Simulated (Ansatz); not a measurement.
Born–Oppenheimer molecular dynamics of BClH3NO (7 atoms, charge 0, multiplicity 1). It starts from a relaxed structure.

All numbers below come from Ansatz, RKS B3LYP/6-31G*.

* ensemble: NVT, Langevin thermostat
* time step: 0.5 fs
* steps asked: 250
* set temperature: 3000 K
* friction: 0.01 /fs
* masses: H 3.016 u
* seed: 980800

Frames 1 fs apart, positions in Å, forces in eV/Å.

Velocities at 60 fs (Å/ps):

```
B -9.32 4.83 37.88
O 10.78 23.53 15.88
H 9.57 45.56 5.51
N -8.31 13.97 2.48
H -1.80 17.77 -1.96
H -20.20 -30.80 -27.52
Cl -1.85 -7.84 5.01
```

```xyz
7
Properties=species:S:1:pos:R:3:forces:R:3 time_fs=60 energy_less_start_eV=1.628 T=3002
B -0.245 -0.003 0.374 2.17 2.29 -1.51
O 0.080 0.201 1.690 -0.87 0.01 1.86
H 0.134 0.959 2.344 -0.62 -1.32 -1.82
N 0.968 0.201 -0.418 -5.12 -2.00 0.55
H 1.666 0.448 0.130 4.04 1.20 3.82
H 1.297 0.393 -1.288 -0.26 0.04 -3.80
Cl -1.845 -0.147 -0.507 0.65 -0.23 0.91
7
Properties=species:S:1:pos:R:3:forces:R:3 time_fs=61 energy_less_start_eV=1.548 T=2946
B -0.252 0.004 0.410 2.34 2.23 -2.48
O 0.089 0.223 1.706 -0.80 0.36 2.38
H 0.140 1.001 2.348 -0.63 -1.59 -1.93
N 0.957 0.215 -0.417 -4.30 -1.52 0.73
H 1.672 0.469 0.133 3.24 0.97 2.91
H 1.278 0.359 -1.318 -0.55 -0.24 -2.68
Cl -1.847 -0.155 -0.501 0.70 -0.21 1.07
7
Properties=species:S:1:pos:R:3:forces:R:3 time_fs=62 energy_less_start_eV=1.409 T=3232
B -0.254 0.015 0.442 2.26 2.08 -3.19
O 0.099 0.243 1.726 -0.74 0.52 2.58
H 0.144 1.037 2.349 -0.62 -1.65 -1.87
N 0.944 0.228 -0.416 -2.35 -0.75 1.11
H 1.692 0.496 0.147 1.55 0.39 1.33
H 1.258 0.321 -1.353 -0.90 -0.42 -1.20
Cl -1.849 -0.166 -0.497 0.80 -0.17 1.25
7
Properties=species:S:1:pos:R:3:forces:R:3 time_fs=63 energy_less_start_eV=1.367 T=3580
B -0.252 0.026 0.472 2.11 1.94 -3.71
O 0.110 0.264 1.746 -0.73 0.33 2.39
H 0.150 1.064 2.346 -0.59 -1.38 -1.57
N 0.929 0.242 -0.416 -0.23 -0.07 1.20
H 1.723 0.523 0.166 -0.24 -0.24 -0.27
H 1.237 0.279 -1.398 -1.24 -0.44 0.54
Cl -1.853 -0.176 -0.493 0.92 -0.13 1.41
7
Properties=species:S:1:pos:R:3:forces:R:3 time_fs=64 energy_less_start_eV=1.480 T=3559
B -0.246 0.037 0.498 1.96 1.83 -4.02
O 0.121 0.288 1.768 -0.76 -0.27 1.77
H 0.154 1.089 2.334 -0.55 -0.73 -1.01
N 0.915 0.259 -0.417 1.22 0.20 1.16
H 1.756 0.545 0.186 -1.53 -0.68 -1.42
H 1.211 0.232 -1.441 -1.40 -0.28 1.95
Cl -1.857 -0.185 -0.488 1.05 -0.08 1.57
7
Properties=species:S:1:pos:R:3:forces:R:3 time_fs=65 energy_less_start_eV=1.705 T=2918
B -0.240 0.048 0.522 1.83 1.75 -4.15
O 0.132 0.313 1.790 -0.82 -1.31 0.84
H 0.157 1.108 2.319 -0.50 0.34 -0.23
N 0.903 0.276 -0.416 2.10 0.19 0.96
H 1.788 0.559 0.205 -2.35 -0.92 -2.16
H 1.182 0.186 -1.478 -1.43 -0.01 3.04
Cl -1.860 -0.193 -0.484 1.17 -0.04 1.70
7
Properties=species:S:1:pos:R:3:forces:R:3 time_fs=66 energy_less_start_eV=1.939 T=2513
B -0.233 0.059 0.539 1.75 1.72 -4.02
O 0.141 0.339 1.810 -0.91 -2.52 -0.21
H 0.159 1.130 2.302 -0.46 1.52 0.52
N 0.896 0.293 -0.413 2.46 -0.01 0.74
H 1.812 0.566 0.220 -2.79 -1.01 -2.56
H 1.150 0.145 -1.505 -1.33 0.29 3.74
Cl -1.863 -0.202 -0.480 1.28 0.01 1.78
7
Properties=species:S:1:pos:R:3:forces:R:3 time_fs=67 energy_less_start_eV=2.089 T=2171
B -0.224 0.071 0.548 1.62 1.72 -3.61
O 0.145 0.363 1.830 -0.99 -3.80 -1.33
H 0.158 1.153 2.287 -0.44 2.75 1.18
N 0.889 0.309 -0.411 2.58 -0.31 0.57
H 1.827 0.563 0.226 -2.98 -0.99 -2.75
H 1.115 0.102 -1.517 -1.16 0.58 4.10
Cl -1.864 -0.210 -0.475 1.37 0.05 1.83
7
Properties=species:S:1:pos:R:3:forces:R:3 time_fs=68 energy_less_start_eV=2.078 T=2197
B -0.212 0.086 0.552 1.39 1.69 -3.10
O 0.148 0.386 1.848 -1.04 -4.49 -1.95
H 0.155 1.187 2.269 -0.43 3.39 1.38
N 0.886 0.326 -0.405 2.50 -0.66 0.27
H 1.830 0.556 0.218 -2.92 -0.90 -2.70
H 1.080 0.059 -1.514 -0.96 0.86 4.24
Cl -1.864 -0.217 -0.471 1.46 0.10 1.86
7
Properties=species:S:1:pos:R:3:forces:R:3 time_fs=69 energy_less_start_eV=1.897 T=2496
B -0.200 0.103 0.556 1.12 1.63 -2.66
O 0.149 0.407 1.865 -1.06 -4.07 -1.89
H 0.152 1.232 2.253 -0.41 2.96 1.02
N 0.884 0.343 -0.400 2.14 -0.99 0.02
H 1.820 0.548 0.203 -2.59 -0.76 -2.50
H 1.040 0.025 -1.496 -0.72 1.09 4.14
Cl -1.861 -0.223 -0.467 1.52 0.14 1.87
7
Properties=species:S:1:pos:R:3:forces:R:3 time_fs=70 energy_less_start_eV=1.607 T=2758
B -0.187 0.124 0.558 0.77 1.54 -2.18
O 0.149 0.425 1.882 -1.06 -2.71 -1.50
H 0.145 1.286 2.247 -0.39 1.59 0.32
N 0.883 0.359 -0.395 1.47 -1.30 -0.23
H 1.799 0.533 0.180 -1.90 -0.53 -2.09
H 0.999 0.001 -1.466 -0.47 1.22 3.80
Cl -1.856 -0.229 -0.464 1.57 0.19 1.87
7
Properties=species:S:1:pos:R:3:forces:R:3 time_fs=71 energy_less_start_eV=1.362 T=2916
B -0.174 0.148 0.558 0.35 1.38 -1.61
O 0.146 0.441 1.898 -1.07 -1.23 -1.18
H 0.138 1.339 2.246 -0.35 0.12 -0.30
N 0.885 0.373 -0.389 0.37 -1.58 -0.74
H 1.772 0.510 0.153 -0.70 -0.24 -1.37
H 0.959 -0.023 -1.428 -0.23 1.27 3.32
Cl -1.850 -0.237 -0.461 1.62 0.26 1.87
```

Of the whole run (125 fs, mean temperature of the second half 2589 K): The mean temperature of the second half is 14 % below the set value. A run of 0.12 ps of so small a system gives no equilibrium averages.

Run time: 5.2 min on 1 thread of Intel(R) Xeon(R) 6975P-C (Granite Rapids), with other jobs on the host, peak memory 0.15 GiB.
